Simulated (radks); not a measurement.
The numbers below are computed, except where a source is named.
Problem. Os IV, configuration [Xe] 4f14 5d5. Code: a radial shooting solver on a logarithmic mesh with Libxc functionals. Model: Dirac Kohn-Sham, BLYP, spin-unpolarised, spherical densities, point nucleus; open shells fill j = l - 1/2 first. Some entries of the table are withheld. Estimate them.

orbital,occ.,eigenvalue (eV),<1/r> (bohr^-1)
1s1/2,2,-73807.81,(1)
2s1/2,2,-12869.87,22.11
2p1/2,2,-12321.95,22.06
2p3/2,4,-10790.06,18.31
3s1/2,2,-3017.748,8.115
3p1/2,2,-2772.993,8.028
3p3/2,4,-2438.941,7.055
3d3/2,4,(2),6.951
3d5/2,6,(3),6.725
4s1/2,2,-660.4431,3.420
4p1/2,2,-557.8079,3.309
4p3/2,4,-479.2967,2.970
4d3/2,4,-311.0548,2.760
4d5/2,6,-296.5170,2.680
5s1/2,2,-121.4514,1.353
5p1/2,2,-89.6957,1.226
4f5/2,6,-83.5738,2.258
4f7/2,8,-80.7659,2.226
5p3/2,4,-77.2821,1.107
5d3/2,4,-35.3650,0.8123
5d5/2,1,-34.1089,0.7869

Solution. 
(1) 1s1/2 <1/r> (bohr^-1): 90.53
(2) 3d3/2 eigenvalue (eV): -2029.516
(3) 3d5/2 eigenvalue (eV): -1957.164
